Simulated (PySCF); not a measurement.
# Computed records: BGeH$_{6}$NSi

Computed with PySCF 2.14.0. Calculation on a computer-drawn molecule: the log of a Hartree-Fock and frozen-core CCSD(T) single point meant for a local Hartree-Fock minimum, with one planted fault or none, to be diagnosed. Offsets are logged minus clean, where the clean run is the same molecule without the fault. The reference is restricted for singlets and unrestricted otherwise, and also for a bond in bohr or an excited solution. Adding or removing an electron swaps singlet and doublet. The excited solution moves the top pair (singlet) or top alpha electron (doublet) to the lowest empty orbital. Highest occupied and lowest empty are orbital energies over both spins, largest force is the largest gradient component, triples share is (T) over the correlation energy, the T1 limit is 0.02 restricted and 0.045 unrestricted, electrons count all cores, a negative frequency is imaginary (commonest isotopes), and the dipole is about the centre of nuclear charge; on germanium a core potential holds 10 electrons, which the energies leave out, and 3d is frozen in MP2 and coupled-cluster steps.

## BGeH$_{6}$NSi

Logged structure:
```xyz
10
BGeH6NSi
Si    -2.5875    -0.1881    -3.5502
N     -1.1912    -0.1898    -2.8579
B      0.0390    -0.1641    -2.2389
Ge     0.7485     1.5960    -1.3359
H     -2.7830     0.1448    -4.9668
H     -3.8340    -0.5202    -2.8488
H      0.7288    -1.1534    -2.2065
H     -0.2519     2.7620    -1.4551
H      1.0335     1.3948     0.1650
H      2.0721     2.0683    -1.9683
```

* meant charge: 0
* meant multiplicity: 1
* meant basis: cc-pV(D+d)Z
* meant basis and core potential on germanium: cc-pVDZ-PP ECP10MDF
* logged electrons: 65
* logged basis functions: 104
* logged SCF converged: yes
* logged spin squared: 0.7701
* logged highest occupied: -0.41241 eV
* logged lowest empty: 7.5477 eV
* logged largest force: 0.090779 hartree/bohr
* logged T1 diagnostic: 0.018751
* logged D1 diagnostic: 0.065433
* logged triples share: 0.033029
* logged CC converged: yes
* logged dipole magnitude: 4.9421 debye
* logged SCF stable within its kind: yes
* logged energy HF: -664.90625 hartree
* logged energy CCSD(T): -665.43149 hartree
* possible faults: no fault, one electron removed, one electron added, multiplicity raised by two, geometry at a saddle point, SCF held on an excited solution, minimal basis STO-3G, one bond length entered in bohr, all coordinates scaled
* planted fault: one electron added
* HF energy offset from clean run: 11.67 kcal/mol
* CCSD(T) energy offset from clean run: 5.402 kcal/mol

Drawn bonds:
| atom | other atom | order |
| --- | --- | --- |
| 1 | 2 | 2 |
| 2 | 3 | 1 |
| 3 | 4 | 1 |
| 1 | 5 | 1 |
| 1 | 6 | 1 |
| 3 | 7 | 1 |
| 4 | 8 | 1 |
| 4 | 9 | 1 |
| 4 | 10 | 1 |
